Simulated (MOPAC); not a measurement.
Input file for MOPAC: PM3 on CH5NOSi (a complex), monomers drawn apart or pushed together.

```
PM3 1SCF PRECISE CHARGE=0 THREADS=1
CH5NOSi

C      0.57626914 1     1.53751556 1    -0.61857918 1
N      0.60171230 1     1.15179999 1     0.45781194 1
H      0.55289692 1     1.89771196 1    -1.62295007 1
O      0.69855755 1     0.24414367 1     3.07427436 1
Si    -0.50285689 1    -0.80193373 1     3.47189275 1
H      0.71859822 1     0.59609205 1     2.17307019 1
H     -1.85152125 1    -0.19459535 1     3.32259628 1
H     -0.29174448 1    -1.17082728 1     4.88790565 1
H     -0.47685774 1    -2.03319309 1     2.63922551 1
```

Output:

```
*******************************************************************************
 **                                                                           **
 **                              MOPAC v23.2.5                                **
 **                                                                           **
 *******************************************************************************
 ** MOPAC's Digital Object Identifier: https://doi.org/10.5281/zenodo.6511958 **
 **                                                                           **
 ** Please cite the open-source release paper for use of this MOPAC version:  **
 ** J. E. Moussa and J. J. P. Stewart (2026)                                  **
 ** MOPAC: An open-source semiempirical molecular orbital program             **
 ** J. Open Source Softw., 11(119), 8025, https://doi.org/10.21105/joss.08025 **
 *******************************************************************************

                              PM3 CALCULATION RESULTS

 *******************************************************************************
 *  PM3        - The PM3 Hamiltonian to be used
 *
 *
 *
 *                 CHARGE ON SYSTEM = 0
 *
 *
 *
 *  PRECISE    - TIGHTER CRITERIA TO BE USED
 *  1SCF       - DO 1 SCF AND THEN STOP
 *  THREADS=1  - MULTI-THREADING NOT USED
 *  T=         - A TIME OF 172800.0 SECONDS REQUESTED
 *  DUMP=N     - RESTART FILE WRITTEN EVERY 7200.0 SECONDS REQUESTED
 *******************************************************************************
PM3 1SCF PRECISE CHARGE=0 THREADS=1
 CH5NOSi

   ATOM   CHEMICAL          X               Y               Z
  NUMBER   SYMBOL      (ANGSTROMS)     (ANGSTROMS)     (ANGSTROMS)

     1       C          0.57626914  *   1.53751556  *  -0.61857918  *
     2       N          0.60171230  *   1.15179999  *   0.45781194  *
     3       H          0.55289692  *   1.89771196  *  -1.62295007  *
     4       O          0.69855755  *   0.24414367  *   3.07427436  *
     5      Si         -0.50285689  *  -0.80193373  *   3.47189275  *
     6       H          0.71859822  *   0.59609205  *   2.17307019  *
     7       H         -1.85152125  *  -0.19459535  *   3.32259628  *
     8       H         -0.29174448  *  -1.17082728  *   4.88790565  *
     9       H         -0.47685774  *  -2.03319309  *   2.63922551  *



          CARTESIAN COORDINATES

    NO.       ATOM           X           Y           Z

     1         C          0.5763      1.5375     -0.6186
     2         N          0.6017      1.1518      0.4578
     3         H          0.5529      1.8977     -1.6230
     4         O          0.6986      0.2441      3.0743
     5        Si         -0.5029     -0.8019      3.4719
     6         H          0.7186      0.5961      2.1731
     7         H         -1.8515     -0.1946      3.3226
     8         H         -0.2917     -1.1708      4.8879
     9         H         -0.4769     -2.0332      2.6392

  H: (PM3): J. J. P. STEWART, J. COMP. CHEM. 10, 209 (1989).
  C: (PM3): J. J. P. STEWART, J. COMP. CHEM. 10, 209 (1989).
  N: (PM3): J. J. P. STEWART, J. COMP. CHEM. 10, 209 (1989).
  O: (PM3): J. J. P. STEWART, J. COMP. CHEM. 10, 209 (1989).
 Si: (PM3): J. J. P. STEWART, J. COMP. CHEM. 10, 209 (1989).

           Empirical Formula: C H5 N O Si  =     9 atoms



      MOLECULAR POINT GROUP   :   Cs


      RHF CALCULATION, NO. OF DOUBLY OCCUPIED LEVELS = 12


 -------------------------------------------------------------------------------
 PM3 1SCF PRECISE CHARGE=0 THREADS=1
 CH5NOSi



     1SCF WAS SPECIFIED, SO BFGS WAS NOT USED
     SCF FIELD WAS ACHIEVED


                              PM3 CALCULATION
                                                       MOPAC v23.2.5 Linux




          FINAL HEAT OF FORMATION =        -28.32184 KCAL/MOL =    -118.49860 KJ/MOL


          COSMO AREA              =        132.41 SQUARE ANGSTROMS
          COSMO VOLUME            =        115.83 CUBIC ANGSTROMS

          IONIZATION POTENTIAL    =          9.527961 EV
          HOMO LUMO ENERGIES (EV) =         -9.528  1.174
          NO. OF FILLED LEVELS    =         12
          MOLECULAR WEIGHT        =         75.1421         POINT GROUP:  Cs

          MOLECULAR DIMENSIONS (Angstroms)

            Atom       Atom       Distance
            H     8    H     3     7.24711
            O     4    H     7     2.50170
            H     9    H     7     2.10227


          SCF CALCULATIONS        =          1





   ATOM   CHEMICAL          X               Y               Z
  NUMBER   SYMBOL      (ANGSTROMS)     (ANGSTROMS)     (ANGSTROMS)

     1       C          0.57626914  *   1.53751556  *  -0.61857918  *
     2       N          0.60171230  *   1.15179999  *   0.45781194  *
     3       H          0.55289692  *   1.89771196  *  -1.62295007  *
     4       O          0.69855755  *   0.24414367  *   3.07427436  *
     5      Si         -0.50285689  *  -0.80193373  *   3.47189275  *
     6       H          0.71859822  *   0.59609205  *   2.17307019  *
     7       H         -1.85152125  *  -0.19459535  *   3.32259628  *
     8       H         -0.29174448  *  -1.17082728  *   4.88790565  *
     9       H         -0.47685774  *  -2.03319309  *   2.63922551  *

                             CARTESIAN COORDINATES

   1    C        0.576269140     1.537515560    -0.618579180
   2    N        0.601712300     1.151799990     0.457811940
   3    H        0.552896920     1.897711960    -1.622950070
   4    O        0.698557550     0.244143670     3.074274360
   5   Si       -0.502856890    -0.801933730     3.471892750
   6    H        0.718598220     0.596092050     2.173070190
   7    H       -1.851521250    -0.194595350     3.322596280
   8    H       -0.291744480    -1.170827280     4.887905650
   9    H       -0.476857740    -2.033193090     2.639225510


           Empirical Formula: C H5 N O Si  =     9 atoms



      MOLECULAR POINT GROUP   :   Cs


                  EIGENVALUES
 -34.95497 -31.87129 -20.17505 -16.82007 -15.37117 -13.79338 -13.79215 -12.81950
 -12.74790 -12.20099 -10.15124  -9.52796   1.17426   1.17630   1.35963   1.78571
   2.55040   2.79583   2.83069   5.80391   6.85542


              NET ATOMIC CHARGES AND DIPOLE CONTRIBUTIONS

  ATOM NO.   TYPE          CHARGE      No. of ELECS.   s-Pop       p-Pop
    1          C          -0.137755        4.1378     1.27716     2.86060
    2          N          -0.052272        5.0523     1.71492     3.33735
    3          H           0.227882        0.7721     0.77212
    4          O          -0.526244        6.5262     1.75346     4.77279
    5         Si           0.660848        3.3392     0.91073     2.42842
    6          H           0.235673        0.7643     0.76433
    7          H          -0.148453        1.1485     1.14845
    8          H          -0.111230        1.1112     1.11123
    9          H          -0.148448        1.1484     1.14845
 DIPOLE           X         Y         Z       TOTAL
 POINT-CHG.    -0.660     0.497    -2.635     2.761
 HYBRID         0.005     0.609    -1.614     1.726
 SUM           -0.655     1.106    -4.249     4.439


          ATOMIC ORBITAL ELECTRON POPULATIONS

     Atom    s        px        py        pz
    1  C   1.27716   0.94164   0.94563   0.97332
    2  N   1.71492   1.05844   1.07716   1.20175
    3  H   0.77212
    4  O   1.75346   1.65084   1.69316   1.42878
    5 Si   0.91073   0.76470   0.79178   0.87195
    6  H   0.76433
    7  H   1.14845
    8  H   1.11123
    9  H   1.14845

 **********************
 *                    *
 * JOB ENDED NORMALLY *
 *                    *
 **********************




 == MOPAC DONE ==
```

The run finished.

Cost: around 0.03 core-seconds (rough).
